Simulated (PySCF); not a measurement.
## 17O chemical shifts

Equivalent nuclei averaged, single conformer, no relativistic terms, isolated molecule. NMR shieldings at PBE0/pcSseg-1/GIAO; geometry from GFN2-xTB; PySCF.

Shieldings were converted by a linear fit to measured shifts: 17O (scatter 10.7 ppm rms, 12.2 ppm with the 3 outliers that the fit left out vs liquid water, solution or neat liquid). A few per cent of atoms miss by over 2 rms, more outside the fitted compound classes.

(1) Give the 17O shifts of `C=NC1=CCS(=O)(=O)CO1`, `O=C(CC(Cl)Cl)O[C@@H]1C[C@H]1Cl`.

(2) Match the shifts 604.4, 495.2, 256.4, 209.5 ppm to `C/C=C/[SiH2]C#CC(=S)OC`, `C1=CC[SiH](c2ccco2)C1`, `CC(C)[C@@H](C)[C@@H](F)C(=O)Cl`, `C=C1C(=C)C(C[SiH3])=C1C=O`.

## Answers

(1) 
| compound | environment | δ (ppm) |
| --- | --- | --- |
| [CH2:1]=[N:2][C:3]1=[CH:4][CH2:5][S:6](=[O:7])(=[O:8])[CH2:9][O:10]1 | O7/8: S=O oxygen (×2) | 144.3 |
| [CH2:1]=[N:2][C:3]1=[CH:4][CH2:5][S:6](=[O:7])(=[O:8])[CH2:9][O:10]1 | O10: ether oxygen | 68.4 |
| [O:1]=[C:2]([CH2:3][CH:4]([Cl:5])[Cl:6])[O:7][C@@H:8]1[CH2:9][C@H:10]1[Cl:11] | O1: ester carbonyl oxygen | 355.7 |
| [O:1]=[C:2]([CH2:3][CH:4]([Cl:5])[Cl:6])[O:7][C@@H:8]1[CH2:9][C@H:10]1[Cl:11] | O7: ester alkoxy oxygen | 172.6 |

(2) 604.4: C=C1C(=C)C(C[SiH3])=C1C=O (aldehyde oxygen); 495.2: CC(C)[C@@H](C)[C@@H](F)C(=O)Cl (carbonyl oxygen); 256.4: C1=CC[SiH](c2ccco2)C1 (aromatic ring oxygen); 209.5: C/C=C/[SiH2]C#CC(=S)OC (ether oxygen).
